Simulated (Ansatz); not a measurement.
Geometry optimisation of the cluster Tl4H5⁻.

```yaml
crystal:
  periodic: [false, false, false]
  atoms:
    - {symbol: Tl, position_ang: [-0.038580, 3.236980, -0.091660]}
    - {symbol: Tl, position_ang: [2.723430, -0.214950, -0.061910]}
    - {symbol: Tl, position_ang: [-3.233270, 0.188430, -0.138720]}
    - {symbol: Tl, position_ang: [0.080490, -2.712270, 0.251940]}
    - {symbol: H, position_ang: [1.327500, 1.586610, -0.140080]}
    - {symbol: H, position_ang: [1.225590, -1.461810, -1.242200]}
    - {symbol: H, position_ang: [1.315510, -1.197630, 1.417730]}
    - {symbol: H, position_ang: [-1.661170, -1.245270, 0.116270]}
    - {symbol: H, position_ang: [-1.739490, 1.819920, -0.111380]}
basis:
  gaussian: {orbitals: def2-SVPD}
total_charge: -1
hamiltonian: {xc: {name: B3LYP}, dispersion: d4}
scf: {lower_state_search: "off"}
output: {orbitals: {seedname: orbitals}}
relax: {f_tol: 0.02, max_steps: 100}
```

```sh
$ ansatz run in.yaml --threads 4 --pin off --events-out ev --progress --plain --max-ram 4787MiB
```

Output, abridged:

```
Functional definition: B3LYP
mean field -18867.00110836 eV, -693.3495022194 hartree, gradient 5.7e-6 eV, S^2 0.000000; 0 other end points of the search recorded, 0 dependent functions left out
relax step   1: F+E_penalty+E_count = -18867.77125270 eV  Δ(F+E_penalty+E_count) = +0.000e0 eV  max|allowed force component| = 6.673e-1 eV/Å  Δτ_max = 0.0000 Å  (13 SCF iters, accepted)
mean field -18867.09490209 eV, -693.3529490755 hartree, gradient 5.3e-6 eV, S^2 0.000000; 0 other end points of the search recorded, 0 dependent functions left out
relax step   2: F+E_penalty+E_count = -18867.80587682 eV  Δ(F+E_penalty+E_count) = -3.462e-2 eV  max|allowed force component| = 5.734e-1 eV/Å  Δτ_max = 0.1949 Å  (18 SCF iters, accepted)
mean field -18867.10453586 eV, -693.3533031101 hartree, gradient 2.4e-6 eV, S^2 0.000000; 0 other end points of the search recorded, 0 dependent functions left out
relax step   3: F+E_penalty+E_count = -18867.88458156 eV  Δ(F+E_penalty+E_count) = -7.870e-2 eV  max|allowed force component| = 1.514e-1 eV/Å  Δτ_max = 0.0810 Å  (18 SCF iters, accepted)
mean field -18867.08105411 eV, -693.3524401717 hartree, gradient 1.5e-6 eV, S^2 0.000000; 0 other end points of the search recorded, 0 dependent functions left out
relax step   4: F+E_penalty+E_count = -18867.89113052 eV  Δ(F+E_penalty+E_count) = -6.549e-3 eV  max|allowed force component| = 1.969e-1 eV/Å  Δτ_max = 0.0797 Å  (18 SCF iters, accepted)
mean field -18867.10710870 eV, -693.3533976602 hartree, gradient 3.0e-6 eV, S^2 0.000000; 0 other end points of the search recorded, 0 dependent functions left out
relax step   5: F+E_penalty+E_count = -18867.87489492 eV  Δ(F+E_penalty+E_count) = +1.624e-2 eV  max|allowed force component| = 5.443e-1 eV/Å  Δτ_max = 0.0489 Å  (17 SCF iters, rejected (line search))
mean field -18867.09885342 eV, -693.3530942843 hartree, gradient 1.4e-6 eV, S^2 0.000000; 0 other end points of the search recorded, 0 dependent functions left out
relax step   6: F+E_penalty+E_count = -18867.89844611 eV  Δ(F+E_penalty+E_count) = -7.316e-3 eV  max|allowed force component| = 3.667e-2 eV/Å  Δτ_max = 0.0241 Å  (18 SCF iters, accepted)
mean field -18867.10861163 eV, -693.3534528917 hartree, gradient 2.5e-6 eV, S^2 0.000000; 0 other end points of the search recorded, 0 dependent functions left out
relax step   7: F+E_penalty+E_count = -18867.91040336 eV  Δ(F+E_penalty+E_count) = -1.196e-2 eV  max|allowed force component| = 9.184e-2 eV/Å  Δτ_max = 0.1000 Å  (16 SCF iters, accepted)
mean field -18867.11551698 eV, -693.3537066588 hartree, gradient 1.0e-6 eV, S^2 0.000000; 0 other end points of the search recorded, 0 dependent functions left out
relax step   8: F+E_penalty+E_count = -18867.92069012 eV  Δ(F+E_penalty+E_count) = -1.029e-2 eV  max|allowed force component| = 2.229e-1 eV/Å  Δτ_max = 0.0848 Å  (18 SCF iters, accepted)
mean field -18867.12371961 eV, -693.3540080997 hartree, gradient 1.3e-6 eV, S^2 0.000000; 0 other end points of the search recorded, 0 dependent functions left out
relax step   9: F+E_penalty+E_count = -18867.95693062 eV  Δ(F+E_penalty+E_count) = -3.624e-2 eV  max|allowed force component| = 2.548e-1 eV/Å  Δτ_max = 0.1950 Å  (18 SCF iters, accepted)
mean field -18867.15510429 eV, -693.3551614657 hartree, gradient 3.0e-6 eV, S^2 0.000000; 0 other end points of the search recorded, 0 dependent functions left out
relax step  10: F+E_penalty+E_count = -18868.00948719 eV  Δ(F+E_penalty+E_count) = -5.256e-2 eV  max|allowed force component| = 3.575e-1 eV/Å  Δτ_max = 0.1966 Å  (17 SCF iters, accepted)
mean field -18867.19936733 eV, -693.3567881022 hartree, gradient 2.0e-6 eV, S^2 0.000000; 0 other end points of the search recorded, 0 dependent functions left out
relax step  11: F+E_penalty+E_count = -18868.08563295 eV  Δ(F+E_penalty+E_count) = -7.615e-2 eV  max|allowed force component| = 3.518e-1 eV/Å  Δτ_max = 0.1950 Å  (17 SCF iters, accepted)
mean field -18867.27121792 eV, -693.3594285628 hartree, gradient 1.9e-6 eV, S^2 0.000000; 0 other end points of the search recorded, 0 dependent functions left out
relax step  12: F+E_penalty+E_count = -18868.17733284 eV  Δ(F+E_penalty+E_count) = -9.170e-2 eV  max|allowed force component| = 1.768e-1 eV/Å  Δτ_max = 0.1922 Å  (17 SCF iters, accepted)
mean field -18867.26498934 eV, -693.3591996669 hartree, gradient 2.2e-6 eV, S^2 0.000000; 0 other end points of the search recorded, 0 dependent functions left out
relax step  13: F+E_penalty+E_count = -18868.24685719 eV  Δ(F+E_penalty+E_count) = -6.952e-2 eV  max|allowed force component| = 5.783e-1 eV/Å  Δτ_max = 0.1960 Å  (18 SCF iters, accepted)
mean field -18867.39044324 eV, -693.3638100125 hartree, gradient 3.3e-6 eV, S^2 0.000000; 0 other end points of the search recorded, 0 dependent functions left out
relax step  14: F+E_penalty+E_count = -18868.38118155 eV  Δ(F+E_penalty+E_count) = -1.343e-1 eV  max|allowed force component| = 2.015e-1 eV/Å  Δτ_max = 0.1950 Å  (18 SCF iters, accepted)
mean field -18867.45671697 eV, -693.3662455273 hartree, gradient 1.6e-6 eV, S^2 0.000000; 0 other end points of the search recorded, 0 dependent functions left out
relax step  15: F+E_penalty+E_count = -18868.49589282 eV  Δ(F+E_penalty+E_count) = -1.147e-1 eV  max|allowed force component| = 2.453e-1 eV/Å  Δτ_max = 0.1950 Å  (18 SCF iters, accepted)
mean field -18867.49936836 eV, -693.3678129369 hartree, gradient 2.1e-6 eV, S^2 0.000000; 0 other end points of the search recorded, 0 dependent functions left out
relax step  16: F+E_penalty+E_count = -18868.58450424 eV  Δ(F+E_penalty+E_count) = -8.861e-2 eV  max|allowed force component| = 2.925e-1 eV/Å  Δτ_max = 0.1918 Å  (18 SCF iters, accepted)
mean field -18867.57370423 eV, -693.3705447296 hartree, gradient 2.2e-6 eV, S^2 0.000000; 0 other end points of the search recorded, 0 dependent functions left out
relax step  17: F+E_penalty+E_count = -18868.67351101 eV  Δ(F+E_penalty+E_count) = -8.901e-2 eV  max|allowed force component| = 2.137e-1 eV/Å  Δτ_max = 0.2000 Å  (18 SCF iters, accepted)
mean field -18867.65424716 eV, -693.3735046277 hartree, gradient 3.0e-6 eV, S^2 0.000000; 0 other end points of the search recorded, 0 dependent functions left out
relax step  18: F+E_penalty+E_count = -18868.66338562 eV  Δ(F+E_penalty+E_count) = +1.013e-2 eV  max|allowed force component| = 5.637e-1 eV/Å  Δτ_max = 0.1922 Å  (18 SCF iters, rejected (line search))
mean field -18867.60557123 eV, -693.3717158203 hartree, gradient 2.1e-6 eV, S^2 0.000000; 0 other end points of the search recorded, 0 dependent functions left out
relax step  19: F+E_penalty+E_count = -18868.69605798 eV  Δ(F+E_penalty+E_count) = -2.255e-2 eV  max|allowed force component| = 8.717e-2 eV/Å  Δτ_max = 0.0938 Å  (17 SCF iters, accepted)
mean field -18867.63281873 eV, -693.3727171473 hartree, gradient 2.1e-6 eV, S^2 0.000000; 0 other end points of the search recorded, 0 dependent functions left out
relax step  20: F+E_penalty+E_count = -18868.70457359 eV  Δ(F+E_penalty+E_count) = -8.516e-3 eV  max|allowed force component| = 1.997e-1 eV/Å  Δτ_max = 0.1000 Å  (18 SCF iters, accepted)
mean field -18867.61371578 eV, -693.3720151271 hartree, gradient 1.4e-6 eV, S^2 0.000000; 0 other end points of the search recorded, 0 dependent functions left out
relax step  21: F+E_penalty+E_count = -18868.70644196 eV  Δ(F+E_penalty+E_count) = -1.868e-3 eV  max|allowed force component| = 8.101e-2 eV/Å  Δτ_max = 0.0693 Å  (18 SCF iters, accepted)
mean field -18867.59860701 eV, -693.3714598901 hartree, gradient 1.2e-6 eV, S^2 0.000000; 0 other end points of the search recorded, 0 dependent functions left out
relax step  22: F+E_penalty+E_count = -18868.70891559 eV  Δ(F+E_penalty+E_count) = -2.474e-3 eV  max|allowed force component| = 1.569e-1 eV/Å  Δτ_max = 0.0744 Å  (18 SCF iters, accepted)
mean field -18867.61048654 eV, -693.3718964547 hartree, gradient 1.1e-6 eV, S^2 0.000000; 0 other end points of the search recorded, 0 dependent functions left out
relax step  23: F+E_penalty+E_count = -18868.71210005 eV  Δ(F+E_penalty+E_count) = -3.184e-3 eV  max|allowed force component| = 3.281e-2 eV/Å  Δτ_max = 0.0225 Å  (19 SCF iters, accepted)
mean field -18867.60747957 eV, -693.3717859507 hartree, gradient 9.8e-7 eV, S^2 0.000000; 0 other end points of the search recorded, 0 dependent functions left out
relax step  24: F+E_penalty+E_count = -18868.71245212 eV  Δ(F+E_penalty+E_count) = -3.521e-4 eV  max|allowed force component| = 2.665e-2 eV/Å  Δτ_max = 0.0125 Å  (19 SCF iters, accepted)
mean field -18867.60725128 eV, -693.3717775610 hartree, gradient 1.1e-6 eV, S^2 0.000000; 0 other end points of the search recorded, 0 dependent functions left out
relax step  25: F+E_penalty+E_count = -18868.71267413 eV  Δ(F+E_penalty+E_count) = -2.220e-4 eV  max|allowed force component| = 4.365e-2 eV/Å  Δτ_max = 0.0106 Å  (20 SCF iters, accepted)
mean field -18867.60098392 eV, -693.3715472399 hartree, gradient 1.0e-6 eV, S^2 0.000000; 0 other end points of the search recorded, 0 dependent functions left out
relax step  26: F+E_penalty+E_count = -18868.71337322 eV  Δ(F+E_penalty+E_count) = -6.991e-4 eV  max|allowed force component| = 2.813e-2 eV/Å  Δτ_max = 0.0112 Å  (19 SCF iters, accepted)
mean field -18867.38764958 eV, -693.3637073472 hartree, gradient 3.7e-6 eV, S^2 0.000000; 0 other end points of the search recorded, 0 dependent functions left out
relax step  27: F+E_penalty+E_count = -18868.57402728 eV  Δ(F+E_penalty+E_count) = +1.393e-1 eV  max|allowed force component| = 4.801e-1 eV/Å  Δτ_max = 0.1952 Å  (17 SCF iters, rejected (line search))
mean field -18867.59375240 eV, -693.3712814864 hartree, gradient 9.8e-7 eV, S^2 0.000000; 0 other end points of the search recorded, 0 dependent functions left out
relax step  28: F+E_penalty+E_count = -18868.71415223 eV  Δ(F+E_penalty+E_count) = -7.790e-4 eV  max|allowed force component| = 3.270e-2 eV/Å  Δτ_max = 0.0082 Å  (19 SCF iters, accepted)
mean field -18867.56756767 eV, -693.3703192151 hartree, gradient 9.1e-7 eV, S^2 0.000000; 0 other end points of the search recorded, 0 dependent functions left out
relax step  29: F+E_penalty+E_count = -18868.71509818 eV  Δ(F+E_penalty+E_count) = -9.460e-4 eV  max|allowed force component| = 4.646e-2 eV/Å  Δτ_max = 0.0274 Å  (18 SCF iters, accepted)
mean field -18867.57110515 eV, -693.3704492151 hartree, gradient 1.2e-6 eV, S^2 0.000000; 0 other end points of the search recorded, 0 dependent functions left out
relax step  30: F+E_penalty+E_count = -18868.71589952 eV  Δ(F+E_penalty+E_count) = -8.013e-4 eV  max|allowed force component| = 1.466e-2 eV/Å  Δτ_max = 0.0160 Å  (19 SCF iters, accepted)
Total energy: -18868.71615917 eV, -693.4125291745 hartree
Atom 0 at     0.133404     1.994830     1.273365 Å, force     0.001527     0.013668     0.014656 eV/Å
Atom 1 at     2.352432    -0.175267    -0.801756 Å, force     0.007647    -0.007144    -0.003683 eV/Å
Atom 2 at    -1.907858    -0.128167    -1.396722 Å, force    -0.014495    -0.004302    -0.012478 eV/Å
Atom 3 at     0.005464    -2.296993     0.964688 Å, force     0.003818    -0.004836     0.004142 eV/Å
Atom 4 at     1.450140     1.876131    -0.655620 Å, force    -0.000634     0.002441    -0.005142 eV/Å
Atom 5 at     0.243954    -1.197908    -1.176156 Å, force     0.012318     0.006931     0.010143 eV/Å
Atom 6 at     1.102974    -0.214535     1.268699 Å, force    -0.005777    -0.013147    -0.009174 eV/Å
Atom 7 at    -1.985779    -1.317778     0.615800 Å, force    -0.000659    -0.000802     0.002697 eV/Å
Atom 8 at    -1.394721     1.459697    -0.092308 Å, force    -0.003745     0.007192    -0.001162 eV/Å
Dipole moment:     0.200464    -0.208342     0.013351 e Å
Checks for a lower state left out: stability, starts, cluster_reference, orbital_swaps, neighbouring_geometries, increment
```

Hardware: 4 threads of Intel Xeon on a shared host. Wall time 6.5 min, peak host memory 0.65 GiB.

In the def2 sets Tl takes a core potential; there is no spin–orbit coupling. The structure comes from a short search, and lower isomers may exist.
